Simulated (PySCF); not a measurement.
## Silver: highly charged ions in a basis for the neutral atom

Ag¹⁶⁺ [Ar] 3d10 4s2 4p1, Ag¹⁷⁺ [Ar] 3d10 4s2. Calculation: PySCF 2.14, in def2-SVP with the def2 core potential (28 electrons); scalar relativity through the core potential. No spin-orbit coupling, so a gap to NIST mixes the basis error with missing relativistic terms.

Changed run: basis of the neutral atom used for a highly charged ion. This setting is unsound on purpose.

```json
{"species": "Ag¹⁶⁺", "method": "UHF", "sound run (hartree)": "not run", "changed run (hartree)": "-49.96531", "converged": "yes"}
{"species": "Ag¹⁶⁺", "method": "LDA", "sound run (hartree)": "not run", "changed run (hartree)": "-49.99363", "converged": "yes"}
{"species": "Ag¹⁶⁺", "method": "M06-2X", "sound run (hartree)": "not run", "changed run (hartree)": "-50.09618", "converged": "yes"}
{"species": "Ag¹⁷⁺", "method": "UHF", "sound run (hartree)": "not run", "changed run (hartree)": "-35.47622", "converged": "yes"}
{"species": "Ag¹⁷⁺", "method": "LDA", "sound run (hartree)": "not run", "changed run (hartree)": "-35.50842", "converged": "yes"}
{"species": "Ag¹⁷⁺", "method": "M06-2X", "sound run (hartree)": "not run", "changed run (hartree)": "-35.59524", "converged": "yes"}
```

Ionisation energy of Ag¹⁶⁺:

```csv
method,changed run (eV),NIST (eV)
UHF,394.27,408.43 ± 0.16
LDA,394.16,408.43 ± 0.16
M06-2X,394.59,408.43 ± 0.16
```

The contracted functions were made for the neutral atom and can be too rigid for a highly charged ion.
